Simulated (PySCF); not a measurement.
Job file and geometry (Å, from GFN2-xTB) of an NMR shielding run on `[SiH3]PPP([SiH3])[SiH3]`, H11P3Si3, GIAO PBE0/pcSseg-1 NMR shielding, non-relativistic, gas phase in PySCF; density fitting, a coarse starting grid and PySCF grid level 2 are the driver's defaults:

```
$ OMP_NUM_THREADS=1 python probes_run.py task.json out

{"job": {"kind": "nmr", "xc": "PBE0", "basis": "pcSseg-1"}, "charge": 0, "multiplicity": 1}
Si     3.182968    -0.461701    -0.168399
P      1.697528     0.888767    -1.184636
P     -0.063244    -0.344304    -1.258307
P     -0.643661    -0.131613     0.804328
Si    -2.546902    -1.305333     0.650803
Si    -1.367005     1.989002     0.659413
H      3.342059    -1.746976    -0.866191
H      4.435966     0.292329    -0.186992
H      2.706953    -0.695074     1.197032
H      2.053925     0.582578    -2.491405
H      0.482570    -1.616919    -1.081607
H     -3.245973    -1.047358     1.909237
H     -2.157836    -2.714021     0.532510
H     -3.366631    -0.916277    -0.500193
H     -0.205637     2.836404     0.940765
H     -2.390260     2.116974     1.698856
H     -1.921819     2.285551    -0.665121
```

Task: What does the program print?

Result: 
```
coarse grid: 16568 points
cycle   1  E = -1898.2708557825  dE =  1.411e-01  |g| = 1.993e-01  |ddm| = 3.819e+00
cycle   2  E = -1898.2756684897  dE = -4.813e-03  |g| = 1.361e-01  |ddm| = 4.885e-01
cycle   3  E = -1898.2803621992  dE = -4.694e-03  |g| = 4.837e-02  |ddm| = 2.728e-01
cycle   4  E = -1898.2810429260  dE = -6.807e-04  |g| = 1.060e-02  |ddm| = 8.530e-02
cycle   5  E = -1898.2810758570  dE = -3.293e-05  |g| = 2.968e-03  |ddm| = 2.126e-02
cycle   6  E = -1898.2810787337  dE = -2.877e-06  |g| = 7.710e-04  |ddm| = 5.718e-03
final grid: 130648 points
cycle   7  E = -1898.3142861624  dE = -1.942e-05  |g| = 2.728e-03  |ddm| = 2.885e-02
cycle   8  E = -1898.3142859492  dE =  2.132e-07  |g| = 2.630e-03  |ddm| = 7.841e-03
cycle   9  E = -1898.3142878179  dE = -1.869e-06  |g| = 4.498e-04  |ddm| = 4.538e-03
cycle  10  E = -1898.3142878809  dE = -6.301e-08  |g| = 9.483e-05  |ddm| = 8.562e-04
cycle  11  E = -1898.3142878838  dE = -2.892e-09  |g| = 2.621e-05  |ddm| = 1.950e-04
cycle  12  E = -1898.3142878840  dE = -2.519e-10  |g| = 7.202e-06  |ddm| = 5.621e-05
converged SCF energy = -1898.3142878840

GIAO shielding tensors (ppm)
atom      isotropic    diamagn.    paramagn.     s11        s22        s33       span
  0 Si     423.567     880.243    -456.676    376.538    431.157    463.006     86.469
  1 P      594.450     969.167    -374.717    516.111    570.705    696.532    180.420
  2 P      474.846     969.567    -494.721    414.176    459.338    551.023    136.847
  3 P      616.438     971.038    -354.599    547.787    627.213    674.315    126.529
  4 Si     422.961     880.768    -457.806    378.314    422.849    467.721     89.407
  5 Si     420.378     880.725    -460.347    367.261    433.471    460.403     93.142
  6 H       27.540      29.507      -1.966     23.725     25.422     33.473      9.748
  7 H       27.427      28.764      -1.338     22.863     25.072     34.346     11.483
  8 H       27.144      29.534      -2.390     22.788     27.733     30.912      8.124
  9 H       29.666      31.242      -1.576     22.733     26.745     39.520     16.787
 10 H       28.314      33.596      -5.282     22.526     27.339     35.079     12.553
 11 H       27.452      29.626      -2.174     23.396     24.801     34.159     10.762
 12 H       27.736      29.765      -2.029     23.587     25.731     33.891     10.304
 13 H       27.708      29.356      -1.649     23.852     26.030     33.240      9.388
 14 H       27.199      29.576      -2.377     22.497     26.296     32.804     10.307
 15 H       27.533      29.864      -2.332     23.591     25.126     33.881     10.291
 16 H       27.813      29.604      -1.791     24.744     25.618     33.076      8.332
```

Size and cost of the density-fitted run: 199 basis functions, 45 s wall time on 1 thread of an Arm Neoverse V2, shared host; peak memory 0.83 GiB.
